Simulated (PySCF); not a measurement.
Q: Give a PBE0-D3(BJ)/def2-SVP geometry of `C#C[Si@@H](O[SiH3])[SiH2]NC`.

A: 
```xyz
19
C3H11NOSi3 angstrom
C     -0.9143    0.6552    2.4065
C     -0.7878    0.0406    1.3621
Si    -0.5804   -0.8282   -0.2501
O     -1.9708   -0.6449   -1.1471
Si    -3.6057   -0.3966   -0.9895
Si     1.1933    0.1009   -1.4735
N      2.6808   -0.0606   -0.5987
C      2.9486    0.5312    0.6912
H     -1.0299    1.1917    3.3319
H     -0.3712   -2.2752    0.0577
H     -4.1754   -0.2205   -2.3548
H     -4.2527   -1.5711   -0.3295
H     -3.8739    0.8262   -0.1753
H      1.3633   -0.6629   -2.7479
H      0.7961    1.5081   -1.8330
H      3.5132   -0.2537   -1.1441
H      3.4000    1.5410    0.6350
H      2.0126    0.6294    1.2630
H      3.6221   -0.1026    1.2929
```

Any rigid rotation of these coordinates is as good. Atoms count from 1 in this order. Si5 (oxygen-bound silicon) is tetrahedral (angles from 107.9° to 110.5°). N7 (silicon-bound nitrogen) has angles 124.9°, 116.8° and 114.0°, sum 355.6°, 0.16 Å off the plane of its three neighbours. Of the pairs four or more bonds apart, C2···H18 is among the closest relative to their van der Waals radii: 2.86 Å, 99 % of the sum of Bondi's values. Si6 (SiH2 silicon) is distorted tetrahedral (angles from 106.6° to 115.7°).

Bonds between heavy atoms (Å): C1≡C2 1.218, C2–Si3 1.843, Si3–O4 1.665, O4–Si5 1.661, Si3–Si6 2.346, Si6–N7 1.733, N7–C8 1.444.

Method used: PBE0-D3(BJ)/def2-SVP geometry optimisation, gas phase (PySCF 2.14.0).

Point group: C1 (no symmetry element, even within 0.4 Å). Stationary, but not proved a minimum. One conformer, not necessarily the lowest (C2–Si3–O4–Si5 -27°, C2–Si3–Si6–N7 61°, Si3–Si6–N7–C8 -62°).

On Arm Neoverse N1, one thread (shared host), this took 9.1 min wall and 0.78 GiB of memory at its peak. This is the geometry optimisation.
